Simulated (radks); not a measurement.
The numbers below are computed, except where a source is named.
Q: The mean radii <r> (bohr) of the occupied orbitals of an atom or ion are listed with their occupations. Level of theory: Dirac Kohn-Sham, AM05, spin-unpolarised, spherical densities, finite nucleus; Fermi nuclear charge, rms radius of each element as measured or else 0.836 A^(1/3) + 0.57 fm (a radial shooting solver on a logarithmic mesh with Libxc functionals).

orbital  occ.      <r>
1s1/2       2  0.03710
2s1/2       2   0.1625
2p1/2       2   0.1388
2p3/2       4   0.1431
3s1/2       2   0.4589
3p1/2       2   0.4554
3p3/2       4   0.4659
3d3/2       4   0.4506
3d5/2       6   0.4541
4s1/2       2    1.213
4p1/2       2    1.347
4p3/2       4    1.378
4d3/2     0.8    2.121
4d5/2     1.2    2.141
5s1/2       1    3.418

Name the element and its charge. Open shells, if any, are shared by 2j + 1.

A: Z = 40, zirconium, charge +1: Zr+ in [Kr] 4d2 5s1. The 1s radius gives Z: for a bare nucleus <r> = (2 gamma + 1)/(2Z) with gamma = sqrt(1 - (Z/c)^2), 0.03641 bohr for Z = 40, and screening makes it slightly larger (0.03710 here). The occupations add up to 39, and the charge is Z minus that.
